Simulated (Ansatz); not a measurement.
`C[SiH2]C(=N)O` + H₂ → `C[SiH2]C=N` + H₂O  (hydrogenolysis of a C–O bond)

Program: Ansatz. Geometries: PBE0-D4/def2-TZVP. ΔE: electronic, gas phase. CCSD(T)/CBS adds triple-zeta CCSD(T) − MP2 to the extrapolated MP2 energy (def2 sets, frozen cores). This one scheme is used for every species. DFT in def2-TZVPP. Each species was taken in one conformer, which may not be the lowest.

`C[SiH2]C(=N)O`:

```xyz
12

C     0.252   -0.740   -1.672
Si    0.610    0.539   -0.364
C    -0.377    0.177    1.222
N    -1.141    0.957    1.862
O    -0.201   -1.083    1.671
H     0.828   -0.542   -2.578
H    -0.809   -0.744   -1.932
H     0.517   -1.734   -1.305
H     0.194    1.903   -0.787
H     2.055    0.560   -0.017
H    -1.192    1.872    1.423
H    -0.736   -1.166    2.477
```

H₂:

```xyz
2

H     0.265    0.262   -0.016
H    -0.265   -0.262    0.016
```

`C[SiH2]C=N`:

Z-matrix (Å, degrees):
```
C
Si 1 1.869
H 1 1.092 2 110.7
H 1 1.092 2 110.9 3 120.2
H 1 1.093 2 110.8 3 -119.7
C 2 1.892 1 111.1 3 179.8
H 2 1.490 1 109.9 3 59.1
H 2 1.490 1 111.5 3 -62.1
N 6 1.271 2 126.2 1 119.8
H 6 1.099 2 118.5 1 -59.6
H 9 1.024 6 110.9 2 0.7
```

H₂O:

Cartesian coordinates in Å:
```
O -0.322 -0.161 -0.147
H -0.263 0.605 0.428
H 0.585 -0.444 -0.280
```

| species | B2PLYP energy (Eh) |
| --- | --- |
| `C[SiH2]C(=N)O` | -499.70720 |
| H₂ | -1.16991 |
| `C[SiH2]C=N` | -424.46915 |
| H₂O | -76.41329 |

Problem. Work out ΔE.

Solution. ΔE = (-424.46915) + (-76.41329) − (-499.70720) − (-1.16991) = -0.00533 Eh = -14.0 kJ/mol. CCSD(T)/CBS gives -21.5 kJ/mol.

Problem. What do rigid-rotor, harmonic-oscillator terms from PBE0-D4/def2-TZVP frequencies (298.15 K, 1 bar) make of the CCSD(T)/CBS value? (Estimate.)

Solution. The calculation gave: ΔZPE = +15.3 kJ/mol, ΔH = -7.0 kJ/mol, ΔS = 37 J/(mol·K), ΔG = -17.9 kJ/mol. Modes under 50 cm⁻¹ make the entropy rough.

Largest T1 diagnostic among the species: 0.013.

In def2-TZVPP, CCSD(T) changes the Hartree–Fock value by +9.4 kJ/mol (the triples alone add +5.0 kJ/mol) and MP2 by +13.8 kJ/mol. Leaving LDA and LC-ωPBE aside and taking each functional with its dispersion term where it has one, the values, not all of them listed here, spread over 15.0 kJ/mol, from BHLYP-D4 to r2SCAN-D4. LDA lies +16.7 kJ/mol from PBE without D4. The D4 term adds +5.6 kJ/mol with B3LYP and +3.0 kJ/mol with PBE0; it sums over pairs of atoms, weighted by their polarisabilities, and B3LYP, whose exchange is more repulsive, gets the larger term.

B3LYP here is the variant with VWN-RPA as its local correlation; programs differ in this.
